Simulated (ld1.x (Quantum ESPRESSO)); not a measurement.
# An all-electron radial function and its pseudo partner (phosphorus)

Columns: radius, all-electron u(r) and pseudo u(r) of the 3s shell (level -18.35 eV) of phosphorus in the configuration [Ne] 3s2 3p2.5; PBE, non-relativistic, TM scheme, ld1.x (Quantum ESPRESSO) 7.5.

```json
{"r (bohr)": "0.116", "all-electron": "0.0743", "pseudo": "0.0494"}
{"r (bohr)": "0.232", "all-electron": "-0.2631", "pseudo": "0.1001"}
{"r (bohr)": "0.348", "all-electron": "-0.3819", "pseudo": "0.1537"}
{"r (bohr)": "0.464", "all-electron": "-0.3071", "pseudo": "0.2114"}
{"r (bohr)": "0.580", "all-electron": "-0.1335", "pseudo": "0.2745"}
{"r (bohr)": "0.696", "all-electron": "0.0703", "pseudo": "0.3437"}
{"r (bohr)": "0.812", "all-electron": "0.2656", "pseudo": "0.4188"}
{"r (bohr)": "0.928", "all-electron": "0.4336", "pseudo": "0.4981"}
{"r (bohr)": "1.044", "all-electron": "0.5679", "pseudo": "0.5781"}
{"r (bohr)": "1.160", "all-electron": "0.6686", "pseudo": "0.6534"}
{"r (bohr)": "1.276", "all-electron": "0.7387", "pseudo": "0.7177"}
{"r (bohr)": "1.392", "all-electron": "0.7813", "pseudo": "0.7650"}
{"r (bohr)": "1.508", "all-electron": "0.8006", "pseudo": "0.7917"}
{"r (bohr)": "1.624", "all-electron": "0.8011", "pseudo": "0.7978"}
{"r (bohr)": "1.740", "all-electron": "0.7868", "pseudo": "0.7861"}
{"r (bohr)": "1.856", "all-electron": "0.7613", "pseudo": "0.7613"}
{"r (bohr)": "1.972", "all-electron": "0.7278", "pseudo": "0.7278"}
{"r (bohr)": "2.088", "all-electron": "0.6888", "pseudo": "0.6888"}
{"r (bohr)": "2.204", "all-electron": "0.6466", "pseudo": "0.6466"}
{"r (bohr)": "2.320", "all-electron": "0.6027", "pseudo": "0.6027"}
{"r (bohr)": "2.436", "all-electron": "0.5584", "pseudo": "0.5584"}
{"r (bohr)": "2.552", "all-electron": "0.5147", "pseudo": "0.5147"}
{"r (bohr)": "2.668", "all-electron": "0.4723", "pseudo": "0.4723"}
{"r (bohr)": "2.784", "all-electron": "0.4318", "pseudo": "0.4318"}
{"r (bohr)": "2.900", "all-electron": "0.3934", "pseudo": "0.3934"}
{"r (bohr)": "3.016", "all-electron": "0.3574", "pseudo": "0.3574"}
```

How many radial nodes do the two functions have?

The all-electron 3s function has n − l − 1 = 2; the pseudo-wave has 0, since the states of the same l below it are removed with the core.

At about which radius was the pseudo-wave matched?

2.02 bohr. The columns agree to 0.0005 from 1.86 bohr on; several derivatives are matched, so the curves merge somewhat inside the radius.

Where does each function peak?

Outermost all-electron maximum near 1.62 bohr, pseudo maximum near 1.62 bohr (to the table’s step).

Is the pseudo-wave norm-conserving?

Yes: the TM scheme keeps the norm inside the radius equal to the all-electron one, which fixes the energy derivative of the logarithmic derivative at the level.
